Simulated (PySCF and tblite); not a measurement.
Values are calculated unless marked as measured or tabulated.
C₇H₁₀O, numbered as in [OH:1][C@@H:2]1[C@H:3]2[CH:4]=[CH:5][C@@H:6]1[CH2:7][CH2:8]2.

Level: B3LYP-D3(BJ)/def2-SVP (IEF-PCM, dichloromethane)//GFN2-xTB, thermal terms from GFN2-xTB, symmetry numbers and mirror pairs counted. Conformers within 2.5 kcal/mol (GFN2-xTB free energy) were kept, 3 at most. (PySCF 2.14, tblite 0.8.)

Rotational constants are equilibrium values for the commonest isotopes; dipoles come from the energy level named and are polarised by its solvent model.

Torsions listed: H1–O1–C2–C3. The 5-ring runs over atoms 2–3–4–5–6. The 5-ring runs over atoms 2–3–8–7–6. Of a mirror pair one member is shown.

```csv
conformer,shape,symmetry
1,"5-ring envelope (ring torsions 34, 0, -34, 51, -51°); 5-ring envelope (ring torsions -36, 0, 37, -58, 58°); 172°",C1 (pair)
2,"5-ring envelope (ring torsions 34, 0, -34, 52, -52°); 5-ring envelope (ring torsions -36, 0, 36, -57, 57°); 55°",Cs
```

**Question.** Give the rotational constants and dipole components.

**Answer.** 
```csv
conformer,A (MHz),B (MHz),C (MHz),abs μa (D),abs μb (D),abs μc (D),κ,Ic−Ia−Ib (u Å²)
1,3269,2262,2194,0.17,0.69,1.42,-0.87,-147.6
2,3223,2267,2171,0.98,1.67,0.00,-0.82,-146.9
```

**Question.** Which type of transition is strongest for conformer 1?

**Answer.** c-type, since that component is clearly the largest; the top is near-prolate.
